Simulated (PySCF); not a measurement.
**Calculated NMR parameters of CB(C)[SiH2]N(C)C**

| Quantity | Value |
| --- | --- |
| Formula | C4H14BNSi |
| SMILES | CB(C)[SiH2]N(C)C |
| Point group of the computed structure | C1 |
| Carbon signals | 2 |
| Proton signals | 3 |

Molfile (atoms numbered from 1):
```
C4H14BNSi
     RDKit          3D

 21 20  0  0  0  0  0  0  0  0999 V2000
    2.7543    0.9257    0.9546 C   0  0  0  0  0  0  0  0  0  0  0  0
    1.6036    0.1507    0.2279 B   0  0  0  0  0  0  0  0  0  0  0  0
    1.8800   -0.6399   -1.0930 C   0  0  0  0  0  0  0  0  0  0  0  0
   -0.2388    0.1026    1.0839 Si  0  0  0  0  0  4  0  0  0  0  0  0
   -1.5065   -0.2756   -0.0631 N   0  0  0  0  0  0  0  0  0  0  0  0
   -1.6637    0.5472   -1.2345 C   0  0  0  0  0  0  0  0  0  0  0  0
   -2.7258   -0.9192    0.3535 C   0  0  0  0  0  0  0  0  0  0  0  0
    2.6527    1.9637    0.5728 H   0  0  0  0  0  0  0  0  0  0  0  0
    3.7716    0.5949    0.6926 H   0  0  0  0  0  0  0  0  0  0  0  0
    2.6549    1.0064    2.0481 H   0  0  0  0  0  0  0  0  0  0  0  0
    1.0059   -0.8292   -1.7317 H   0  0  0  0  0  0  0  0  0  0  0  0
    2.2074   -1.6357   -0.7248 H   0  0  0  0  0  0  0  0  0  0  0  0
    2.7204   -0.2515   -1.6910 H   0  0  0  0  0  0  0  0  0  0  0  0
   -0.5016    1.3740    1.8613 H   0  0  0  0  0  0  0  0  0  0  0  0
   -0.2617   -1.0003    2.1051 H   0  0  0  0  0  0  0  0  0  0  0  0
   -0.6958    0.9695   -1.5492 H   0  0  0  0  0  0  0  0  0  0  0  0
   -2.0543   -0.0436   -2.0843 H   0  0  0  0  0  0  0  0  0  0  0  0
   -2.3609    1.3986   -1.0825 H   0  0  0  0  0  0  0  0  0  0  0  0
   -3.1367   -1.5428   -0.4629 H   0  0  0  0  0  0  0  0  0  0  0  0
   -3.5229   -0.2033    0.6470 H   0  0  0  0  0  0  0  0  0  0  0  0
   -2.5401   -1.5804    1.2128 H   0  0  0  0  0  0  0  0  0  0  0  0
  1  2  1  0
  2  3  1  0
  2  4  1  0
  4  5  1  0
  5  6  1  0
  5  7  1  0
  1  8  1  0
  1  9  1  0
  1 10  1  0
  3 11  1  0
  3 12  1  0
  3 13  1  0
  4 14  1  0
  4 15  1  0
  6 16  1  0
  6 17  1  0
  6 18  1  0
  7 19  1  0
  7 20  1  0
  7 21  1  0
M  END
```

Equivalent nuclei averaged, one computed conformer, in vacuum, non-relativistic Hamiltonian. Shieldings: GIAO KT2/pcSseg-1; geometry from PBE0-D3(BJ)/def2-SVP; PySCF.

Shifts are taken against calculated references (same method and geometry level): TMS for ¹H (σref 31.18), ¹³C (σref 183.22), ²⁹Si (σref 361.05); ¹¹B (σref 99.90) against BF3·OEt2; ¹⁵N (σref 264.30) vs NH3.

| carbon | δC, type | δH (multiplicity) | HMBC from (2–3 bonds) | span of the C tensor (ppm) |
| --- | --- | --- | --- | --- |
| C1/C3 | 22.7, CH3 | 1.37 (s) | H14/H15, H8/H9/H10/H11/H12/H13 | 46 |
| C6/C7 | 43.8, CH3 | 2.61 (s) | H14/H15, H16/H17/H18/H19/H20/H21 | 68 |

Other nuclei:
| atoms | nucleus | environment | δ (ppm) | σ (ppm) |
| --- | --- | --- | --- | --- |
| H14/H15 | ¹H | hydrogen on a silicon bonded to B, N | 4.87 | 26.31 |
| Si4 | ²⁹Si | silicon bonded to B, N, 2 H | -39.3 | 400.4 |
| B2 | ¹¹B | boron bonded to 2 C, Si | 101.8 | -1.9 |
| N5 | ¹⁵N | nitrogen bonded to 2 C, Si | 20.3 | 244.0 |

δC 43.8: methyl carbon bonded to N; pulled downfield by the heteroatom. δC 22.7: methyl carbon bonded to B. δH 4.87: hydrogen on a silicon bonded to B, N. δH 2.61: hydrogen on a methyl carbon bonded to N; its carbon carries N, which withdraws density. δH 1.37: hydrogen on a methyl carbon bonded to B.

A carbon bonded to boron is broadened by the quadrupolar boron nucleus and is often missing from a measured spectrum. Shifts are as computed. Against solution values, carbons near 30 ppm lie about +2 ppm off and those near 130 ppm about -5 ppm. Of 1211 compounds with measured shifts, 218 miss one by over three times the rms of a fit or turn the order of signals round; such compounds aren't used in these exercises. Experimental scales use liquid or dissolved standards, which lie at an offset from isolated NH3 (liquid NH3: subtract about 20 ppm). Multiplicities follow the n + 1 count of equivalent neighbours, as no J values were calculated; m marks all less simple cases, F and P coupling included.
